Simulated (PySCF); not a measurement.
Molecule: `NBC#CB(F)F`, C₂H₃B₂F₂N.

Bonds (- single, = double, # triple, : aromatic): N1-B2, B2-C3, C3#C4, C4-B5, B5-F6, B5-F7. N1 carries H8, H9; B2 carries H10.

Frames of a GFN2-xTB Langevin trajectory at 300 K; GIAO PBE0/pcSseg-1 shieldings in PySCF 2.14, gas phase, non-relativistic; equivalent atoms averaged within each frame.

Referencing at the same level of theory: NH3 for $^{15}$N (σref 267.73); $^{11}$B (σref 100.07) vs BF3·OEt2; $^{13}$C (σref 186.93), $^{1}$H (σref 31.72) vs TMS; $^{19}$F (σref 170.95) vs CFCl3. The references are static minima.

Q: How do the shifts (ppm) fluctuate along the trajectory?

A: 
```
         time (fs)     N1    B2    B5     C3     C4  F6/F7  H8/H9   H10
optimised geometry  123.2  26.3  15.5  124.9  110.5  -74.0   4.57  4.59
               250  136.8  28.4  17.6  133.1  113.2  -65.7   5.83  4.84
               425  142.6  28.1  14.9  131.5  107.5  -73.7   6.09  5.04
               625  123.9  25.6  17.4  115.9  113.5  -62.4   5.10  4.13
               800  123.7  28.6  15.2  118.9  103.0  -70.1   4.62  4.59
              1000  123.8  27.9  16.3  125.1  114.7  -67.8   4.90  5.14
    mean of frames  130.1  27.7  16.3  124.9  110.4  -68.0   5.31  4.75
standard deviation    8.9   1.2   1.2    7.5    5.0    4.3   0.62  0.40
```

5 frames give an uncertainty of the mean of about the standard deviation over 2.2 at best, since frames this close in time may not be independent; classical motion lacks zero-point vibration, and the reference would need the same averaging.
